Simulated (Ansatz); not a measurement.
Input file for Ansatz (an electronic-structure program): R-r2SCAN/def2-TZVPP on FHSn (SMILES [F][SnH]), atoms moved off the minimum. Elements past Kr take the def2 small-core potentials; no spin–orbit coupling.

Ansatz 0.2 input:
```yaml
crystal:
  periodic: [false, false, false]
  atoms:
    - {symbol: Sn, position_ang: [-0.04407217, -0.33619097, 0.27124449]}
    - {symbol: H, position_ang: [-1.10169147, -1.14519072, -1.05575451]}
    - {symbol: F, position_ang: [0.64552432, 1.08165475, -1.13092334]}
basis:
  gaussian:
    orbitals: def2-TZVPP
hamiltonian:
  xc: {name: r2SCAN}
scf: {lower_state_search: off}
output: {forces: true}
```

The log:

```
WARN ansatz: RAYON_NUM_THREADS=1 ignored (pool sized by the plan → 1); use --threads N
Functional definition: r2SCAN
these checks for a lower state are left out or cut short: stability, starts, cluster_reference, orbital_swaps, neighbouring_geometries, increment
integrals: 0.02 GiB planned
603 factors; their error is unknown
mean field: 0.20 GiB planned
mean field evaluation 1: about -8563.4000 eV, gradient 4.6e1 eV
mean field evaluation 2: about -8438.7752 eV, gradient 2.2e2 eV
mean field evaluation 4: about -8566.8631 eV, gradient 1.0e1 eV
mean field evaluation 8: about -8567.1265 eV, gradient 1.6e-1 eV
mean field evaluation 16: about -8567.1197 eV, gradient 8.7e-5 eV
mean field -8567.11974083 eV, -314.8358434732 hartree, gradient 2.5e-6 eV, S^2 0.000000; 0 other end points of the search recorded, 0 dependent functions left out
the calculation of the forces begins
reference -8567.11975235 eV, -314.8358438966 hartree; 16, 16 occupied and 79, 79 virtual orbitals, 603 factors
Total energy: -8567.11975235 eV, -314.8358438966 hartree
Atom 0 at    -0.044072    -0.336191     0.271244 Å, force     0.212427     1.148754    -2.245115 eV/Å
Atom 1 at    -1.101691    -1.145191    -1.055755 Å, force     0.475100     0.324509     0.695193 eV/Å
Atom 2 at     0.645524     1.081655    -1.130923 Å, force    -0.687527    -1.473263     1.549922 eV/Å
Dipole moment:    -0.151265    -0.434589     0.622281 e Å
Checks for a lower state left out: stability, starts, cluster_reference, orbital_swaps, neighbouring_geometries, increment
```

The run converged.

Cost: very roughly 1.4 core-seconds.
